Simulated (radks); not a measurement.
Results of a calculation; reference values are marked as such.
Species: neutral zinc. Configuration: [Ar] 3d10 4s2.

Code: a radial shooting solver on a logarithmic mesh with Libxc functionals. Model: scalar-relativistic Kohn-Sham, PBEsol, spin-unpolarised, spherical densities, point nucleus.

Energy parts (hartree):
part                       energy
total                 -1794.60086
kinetic                1822.98645
electron-nucleus      -4326.08160
Hartree                 778.56158
exchange-correlation    -70.06729

Orbitals (lengths in bohr, moments of r in powers of bohr):
| orbital | occ. | eigenvalue (hartree) | <r^4> |
|---|---|---|---|
| 1s | 2 | -349.7522 | 0.00002989 |
| 2s | 2 | -42.52918 | 0.006345 |
| 2p | 6 | -36.87666 | 0.004699 |
| 3s | 2 | -4.73784 | 0.4714 |
| 3p | 6 | -3.05960 | 0.6460 |
| 3d | 10 | -0.37370 | 4.045 |
| 4s | 2 | -0.22043 | 121.6 |
| 4p | 0 | -0.03952 | 1151 |

The highest occupied level is 4s at -5.998 eV. Summed over all electrons, <r^2> = 32.84 bohr^2, which gives a Langevin (diamagnetic) susceptibility term of -26 x 10^-6 cm^3/mol. For comparison, the ionisation energy in NIST's Atomic Spectra Database is 9.394 eV (measured). In exact Kohn-Sham theory the highest level is minus the ionisation energy, but local and semilocal functionals leave it too shallow, through self-interaction and a potential that decays too fast; potentials with the right tail come closer.
